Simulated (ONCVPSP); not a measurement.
lead: one change to an ONCV potential, before and after

ONCVPSP 4.0.1 input, shortened (lines: element, Z, core and valence counts, functional; n l f; lmax; l rc ep ncon nbas qcut; lloc lpopt rc5 dvloc0; l nproj debl; icmod fcfact rcfact), PBEsol, scalar-relativistic:

```
  Pb 82.00   10    5  -116133      upf
    1    0    2.00
    2    0    2.00
    2    1    6.00
    3    0    2.00
    3    1    6.00
    3    2   10.00
    4    0    2.00
    4    1    6.00
    4    2   10.00
    4    3   14.00
    5    0    2.00
    5    1    6.00
    5    2   10.00
    6    0    2.00
    6    1    2.00
    2
    0    1.55    0.00    4    8    9.10
    1    1.35    0.00    4    7    8.80
    2    1.30    0.00    4    7    6.60
    4    5    1.15    2.00
    0    2    3.00
    1    2    3.80
    2    2    1.10
    1    0.40    0.00
```

Change: core [Kr] 4d10 4f14 5s2, valence charge 20; reference 5p6 5d10 6s2 6p0.5; waves now 6s: rc 1.90 bohr, ncon 3, nbas 8, qcut 3.3 1/bohr, 2 projectors, debl 0.6 Ha; 5p+6p: rc 1.65 bohr, ncon 3, nbas 7, qcut 8.8 1/bohr, 3 projectors, debl 1.9 Ha; 5d: rc 1.80 bohr, ncon 5, nbas 10, qcut 7.2 1/bohr, 2 projectors, debl 1.3 Ha; local potential polynomial inside 1.40 bohr (lpopt 5, dvloc0 6 Ha). In the s channel the program set the typed energies aside and used -0.857, 0.250 Ha.

Cutoffs: the cutoffs (Ha) at which the residual kinetic energy of the hardest occupied pseudo-wave falls to 1 and 0.1 mHa per electron; they do not see the model core or the augmentation charge, which bear on the density cutoff. Errors are all-electron minus pseudo energies relative to the spin-unpolarised reference configuration.

Question: What does the change do?

Answer: The potential gets softer (32 Ha and 49 Ha → 22 Ha and 48 Ha); the lowest positive-energy flag moves from s at 248.4 eV to s at 6.3 eV; neither file shows a bound ghost. The shells moved into the core no longer need plane waves of their own. Several settings change at once here, so the effects cannot be laid on one of them.

| quantity | base | changed |
| --- | --- | --- |
| cutoff, loose | 32 Ha | 22 Ha |
| cutoff, tight | 49 Ha | 48 Ha |
| loose cutoff by channel | s 28 Ha, p 32 Ha, d 24 Ha | s 9.8 Ha, p 18 Ha, d 22 Ha |
| bound ghosts | none | none |
| GHOST(+) flags under 300 eV | s at 248.4 eV | s at 6.3 eV |
| largest error over its own tests, meV | -26 | -12 |
| rms error of d²Exc/dni dnj with the model core, mHa | 1.33 | 0.59 |
